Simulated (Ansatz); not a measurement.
`CO[Si](F)Cl`• → C• + Cl• + F• + 3 H• + O• + Si•  (atomization)

Isolated molecules relaxed with PBE0-D4/def2-TZVP in Ansatz; ΔE leaves out vibrations. CBS: MP2 limit from def2 TZ/QZ plus the TZ coupled-cluster correction, frozen cores. This one scheme is used for every species, atoms too. Functionals use def2-TZVPP. B3LYP here is the variant with VWN-RPA as its local correlation; programs differ in this. HSE06 is defined as in plane-wave codes. No spin–orbit coupling; open shells (•) take unrestricted orbitals. Spin–orbit coupling would lower the free atoms: a little for C, Cl, F, O, Si. Each species was taken in one conformer, which may not be the lowest.

```
             level  ΔE (kcal/mol)
          B3LYP-D4          722.1
           ωB97X-V          727.2
           ωB97M-V          726.9
            r2SCAN          731.3
              PBE0          720.7
             HSE06          721.5
         CAM-B3LYP          724.2
SCS-MP2/def2-TZVPP          716.8
```

Task: What does CCSD(T)/CBS give? (Best estimate.)

Result: The calculation gave: +727.0 kcal/mol. The listed levels differ from it by -4.9, 0.2, -0.1, 4.3, -6.3, -5.5, -2.8, -10.2 kcal/mol.

Largest T1 diagnostic among the species: 0.013.

In def2-TZVPP, CCSD(T) changes the Hartree–Fock value by +174.5 kcal/mol (the triples alone add +12.0 kcal/mol) and MP2 by +198.8 kcal/mol; breaking electron pairs costs correlation energy, which Hartree–Fock lacks. The D4 term adds +7.0 kcal/mol with B3LYP and +3.7 kcal/mol with PBE0; it sums over pairs of atoms, weighted by their polarisabilities, and B3LYP, whose exchange is more repulsive, gets the larger term. At CCSD(T), def2-SVP lies −58.2 kcal/mol from the extrapolated value and def2-TZVPP −22.7 kcal/mol: correlation converges slowly with the basis, and small sets miss more of it in the bonded molecule than in its fragments.

For atomizations the MP2-based limit and the directly extrapolated one differ by several kJ/mol either way, and by 10 to 25 for some Ge, Se and Sn compounds, so smaller differences from it don't rank the levels.
